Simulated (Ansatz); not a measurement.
Single points on the cluster Ge₃F₆⁺.

```yaml
crystal:
  periodic: [false, false, false]
  atoms:
    - {symbol: Ge, position_ang: [-1.485379, -1.435767, 1.163365]}
    - {symbol: Ge, position_ang: [-0.126369, 1.174050, -1.148644]}
    - {symbol: Ge, position_ang: [2.036018, -0.313084, 0.618059]}
    - {symbol: F, position_ang: [0.844158, 1.162661, 0.724101]}
    - {symbol: F, position_ang: [0.557757, -1.458208, 0.872557]}
    - {symbol: F, position_ang: [-1.298555, -0.010423, -0.433086]}
    - {symbol: F, position_ang: [-0.572777, 1.070994, -2.810379]}
    - {symbol: F, position_ang: [-1.241221, -0.134426, 2.277247]}
    - {symbol: F, position_ang: [1.286368, -0.055797, -1.263211]}
basis:
  gaussian: {orbitals: def2-SVP, initial_orbitals: start.molden}
total_charge: 1
magnetization: {spin_polarized: true, initial_magnetization: 1}
hamiltonian: {xc: pbe0, dispersion: d4}
scf: {omitted_lower_state_checks: [starts]}
output: {orbitals: {seedname: orbitals}}
```

The file start.molden holds the orbitals of an earlier run on this structure, at another level or in another basis.

```sh
$ ansatz run in.yaml --threads 4 --pin off --events-out ev --progress --plain --max-ram 6963MiB
```

Shortened log:

```
Functional definition: PBE0
1707 factors; integrals over basis functions are off by at most 6.4e-4 eV
mean field evaluation 1: about -185783.0867 eV, gradient 1.1e1 eV
mean field evaluation 2: about -185783.4563 eV, gradient 2.7e-1 eV
mean field evaluation 4: about -185783.5191 eV, gradient 5.5e-4 eV
mean field -185783.51913523 eV, -6827.4183996277 hartree, gradient 1.2e-5 eV, S^2 0.752774; 0 other end points of the search recorded, 0 dependent functions left out
reference -185783.51916775 eV, -6827.4184008228 hartree; 75, 74 occupied and 105, 106 virtual orbitals, 1707 factors
Total energy: -185783.82708172 eV, -6827.4297164522 hartree
Checks for a lower state left out: starts
```

It took 5.5 s on 4 threads of Intel Xeon 6975P-C on a shared host, peak host memory 0.97 GiB.

First input, but with `gaussian: {orbitals: def2-TZVP, initial_orbitals: start.molden}`, `hamiltonian: {xc: pbe, dispersion: d4}`, `output: {forces: true, orbitals: {seedname: orbitals}}` (abridged; 8.5 s):

```
Functional definition: PBE
mean field -185821.62403132 eV, -6828.8187287303 hartree, gradient 1.5e-5 eV, S^2 0.751553
Total energy: -185821.98202969 eV, -6828.8318849280 hartree
Atom 0 force    -0.208207    -0.354394    -0.149951 eV/Å
Atom 1 force     0.070950     0.306709     0.173701 eV/Å
Atom 2 force     0.292950     0.015288     0.045983 eV/Å
Atom 3 force     0.043623     0.424244     0.304373 eV/Å
Atom 4 force     0.100332    -0.434976     0.099934 eV/Å
Atom 5 force    -0.409596    -0.096637    -0.100710 eV/Å
Atom 6 force    -0.123520     0.041388    -0.444580 eV/Å
Atom 7 force    -0.069932     0.317791     0.445351 eV/Å
Atom 8 force     0.303400    -0.219414    -0.374101 eV/Å
Dipole moment:     0.327281    -0.252321     0.271556 e Å
Checks for a lower state left out: starts
```

As the first input, with `gaussian: {orbitals: 6-31G}`, `hamiltonian: {xc: {name: B3LYP}, dispersion: d4}` (abridged; 3.6 s):

```
Functional definition: B3LYP
mean field evaluation 16: about -185827.4026 eV, gradient 4.0e-4 eV
mean field -185827.40260654 eV, -6829.0310874530 hartree, gradient 5.6e-5 eV, S^2 0.752374
Total energy: -185827.99012944 eV, -6829.0526785213 hartree
Checks for a lower state left out: starts
```

First input, but with `gaussian: {orbitals: def2-TZVP, initial_orbitals: start.molden}`, `hamiltonian: {xc: {name: B2PLYP}}` and without the key `output` (abridged; 23 s):

```
Functional definition: B2PLYP
mean field -185804.77930794 eV, -6828.1996965638 hartree, gradient 1.2e-6 eV, S^2 0.754881
33 core orbitals not correlated: weight in the atoms' cores, before any rotation towards them, 1.000 or more for the frozen orbitals, at most 0.000 for the correlated occupied ones
second order -71.13749364 eV of doubles, -0.00000000 eV of singles
Total energy: -185823.98659977 eV, -6828.9055515195 hartree
Checks for a lower state left out: starts
```

First input, but with `gaussian: {orbitals: def2-TZVP, initial_orbitals: start.molden}`, `hamiltonian: {xc: r2scan, dispersion: d4}` (abridged; 12 s):

```
Functional definition: r2SCAN
mean field -185854.95415076 eV, -6830.0435880277 hartree, gradient 1.8e-5 eV, S^2 0.753378
Total energy: -185855.03682979 eV, -6830.0466264262 hartree
Checks for a lower state left out: starts
```

As the first input, with `gaussian: {orbitals: 6-31G}`, `hamiltonian: {xc: hf}` (abridged; 2.3 s):

```
Functional definition: HF
mean field -185625.78690599 eV, -6821.6218471177 hartree, gradient 2.0e-5 eV, S^2 0.758776
Total energy: -185625.78690599 eV, -6821.6218471177 hartree
Checks for a lower state left out: starts
```

As the first input, with `gaussian: {orbitals: def2-TZVP, initial_orbitals: start.molden}`, `hamiltonian: {xc: {name: PBE-QIDH}}` and without the key `output` (abridged; 27 s):

```
Functional definition: PBE-QIDH
mean field -185774.12235903 eV, -6827.0730744714 hartree, gradient 3.6e-6 eV, S^2 0.755544
33 core orbitals not correlated: weight in the atoms' cores, before any rotation towards them, 1.000 or more for the frozen orbitals, at most 0.000 for the correlated occupied ones
second order -66.13790009 eV of doubles, -0.00000000 eV of singles
Total energy: -185796.16833748 eV, -6827.8832492364 hartree
Checks for a lower state left out: starts
```

Geometry: r2SCAN-D4/def2-SVP.

The 6-31G sets use Cartesian d functions. B3LYP takes the VWN-RPA correlation. Correlated methods freeze 33 core orbitals; core or outer-core shells of Ge are correlated, in sets that lack core-valence functions. The structure comes from a short search, and lower isomers may exist.
